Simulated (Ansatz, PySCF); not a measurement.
System: CHI$_{2}$, net charge 0, doublet state. It need not be the lowest isomer of its formula. 
Coordinates optimised at B3LYP-D3(BJ)/def2-TZVP (Ansatz, a first-principles code):
```
C
H 1 1.0796
I 1 2.0585 2 116.43
I 1 2.0585 2 116.43 3 158.73
```
Charge 0, spin multiplicity 2.

Property: atomisation energy (electronic, to ground-state atoms), in kcal/mol. Correlated levels leave the core frozen unless marked. Open shells are spin-unrestricted. No spin-orbit coupling. Frozen are the shells of the preceding noble gas and the d and f shells that filled before the atom's block. In def2 rows, elements after Kr have scalar-relativistic effective core potentials. STO-3G rows are all-electron and non-relativistic. The coupled-cluster limit lacks core correlation, which all-electron functionals hold. CBS(X,Y): correlation extrapolated as X^-3; Hartree-Fock from the larger set. [CCSD(T)-MP2]/basis is that difference in the basis named.

| level | program | atomisation energy (kcal/mol) |
|---|---|---|
| HF/def2-QZVPPD | Ansatz | 138.5 |
| PBE/def2-TZVPD | Ansatz | 234.8 |
| BLYP/def2-TZVPD | Ansatz | 218.6 |
| BP86-D4/def2-TZVPD | PySCF + dftd4 | 237.4 |
| BP86/def2-TZVPD | PySCF | 233.2 |
| M06-L/def2-TZVPD | PySCF | 226.1 |
| TPSSh-D3(BJ)/def2-TZVPD | PySCF + dftd3 | 228.5 |
| HSE06-D4/def2-TZVPD | Ansatz + dftd4 | 228.4 |
| LC-wPBE/def2-TZVPD | Ansatz | 216.9 |
| RPA@PBE/def2-QZVPP | Ansatz | 196.3 |
| MP2/STO-3G | Ansatz | 219.4 |
| RI-MP2/def2-TZVPP | Ansatz | 216.2 |
| CCSD/STO-3G | Ansatz | 224.5 |
| CCSD(T)/def2-TZVPP | Ansatz | 211.1 |
| RI-MP2/CBS(def2-TZVPPD,def2-QZVPPD)+[CCSD(T)-MP2]/def2-TZVPPD | Ansatz | 220.0 |
